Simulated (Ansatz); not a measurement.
`C[O][Al]([F])[Cl]` + H–F → `C[O][Al]([F])[F]` + HCl at 400 K and 1 bar (ligand exchange at the Al–Cl bond).

Program: Ansatz. Geometries: PBE0-D4/def2-TZVP. ΔE: electronic, gas phase. CBS: MP2 limit from def2 TZ/QZ plus the TZ coupled-cluster correction, frozen cores. This one scheme is used for every species. One conformer a species, not always the lowest.

```tsv
species	CCSD(T)/CBS energy (Eh)	H − E (kJ/mol)	S (J/(mol·K))
`C[O][Al]([F])[Cl]`	-916.81237	153.4	386.7
H–F	-100.39570	36.5	182.2
`C[O][Al]([F])[F]`	-556.83340	154.9	374.8
HCl	-460.38127	29.6	195.4
```

H − E and S are ideal-gas, rigid-rotor, harmonic terms from PBE0-D4/def2-TZVP, for one conformer and one mirror image of each species. 1 Eh = 2625.50 kJ/mol, R = 8.31446 J/(mol·K).

By hand: ΔE, ΔH, ΔS and ΔG.

ΔE = (-556.83340) + (-460.38127) − (-916.81237) − (-100.39570) = -0.00660 Eh = -17.3 kJ/mol. Δ(H − E) = 154.9 + 29.6 − 153.4 − 36.5 = -5.4, so ΔH = -22.7 kJ/mol. ΔS = 374.8 + 195.4 − 386.7 − 182.2 = 1.3 J/(mol·K). ΔG = -22.7 − 400 × (1.3)/1000 = -23.2 kJ/mol.

By hand: the equilibrium constant, and the temperature at which ΔG would vanish if ΔH and ΔS stayed fixed.

log₁₀ K = −ΔG/(RT ln 10) = 3.0. ΔH and −TΔS have one sign here, so there is no such temperature.

The number of gas molecules stays the same, so ΔS is small and ΔH decides. A doubt of 5 kJ/mol in ΔE shifts log₁₀ K by 0.7 here. Other conformers and mirror images would add mixing entropy, several J/(mol·K) or more a flexible species. These are equilibria of isolated gas molecules and say nothing of rates. Largest T1 diagnostic: 0.012 (customary marks: 0.02 for closed shells, 0.045 for open ones).

ΔS is within the doubt of such terms, so its sign, and with it that verdict, could turn.
